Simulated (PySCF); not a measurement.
C3H8AlFO.
Structure used (PBE0-D3(BJ)/def2-SVP), in Å, numbered top down from 1:
```
atom  x, y, z in Å
C1    -2.288   -0.151    0.381
C2    -1.257   -1.028   -0.303
O3     0.055   -0.669    0.004
Al4    1.018    0.688    0.282
C5     2.869    0.490    0.800
F6     0.340    2.203    0.093
H7    -2.172    0.903    0.081
H8    -3.310   -0.471    0.125
H9    -2.178   -0.208    1.476
H10   -1.411   -2.081   -0.003
H11   -1.408   -0.993   -1.399
H12    3.407    1.449    0.808
H13    3.394   -0.199    0.118
H14    2.938    0.053    1.809
```

Theory: PySCF 2.14.0, PBE0-D3(BJ)/def2-SVP geometry optimisation, gas phase.

(1) Which atoms are bound to Al4, and at what distances?

(2) List the angles at Al4.

(3) What is the shape at Al4?

(4) What are the other bond lengths?

(5) Give some angles away from the centre.

(6) What are the rotational constants (commonest isotopes, rigid rotor)?

Answers

(1) 3 atoms: F6 1.670 Å, O3 1.688 Å, C5 1.932 Å. The nearest atom not counted as bound is H14, at 2.53 Å (others tie with it).

(2) 
| angle | degrees | distance of the outer atoms (Å) |
| --- | --- | --- |
| C5–Al4–F6 | 120.9 | 3.14 |
| O3–Al4–C5 | 120.5 | 3.15 |
| O3–Al4–F6 | 118.6 | 2.89 |

(3) Planar: angles 120.9°, 120.5° and 118.6°, sum 360.0°, 0.00 Å off the plane of its three neighbours.

(4) C1–C2 1.516 Å; C2–O3 1.394 Å; C1–H7, C1–H8, C1–H9 1.101 Å; C2–H10, C2–H11 1.106 Å; C5–H12, C5–H13, C5–H14 1.101 Å.

(5) C1–C2–O3 113.1°, C2–O3–Al4 141.3°.

(6) A = 4772, B = 1659, C = 1308 MHz: an asymmetric top.

Point group: C1 (no symmetry element, even within 0.4 Å). Charge 0, singlet. No frequency check.

One conformer stands for the species.
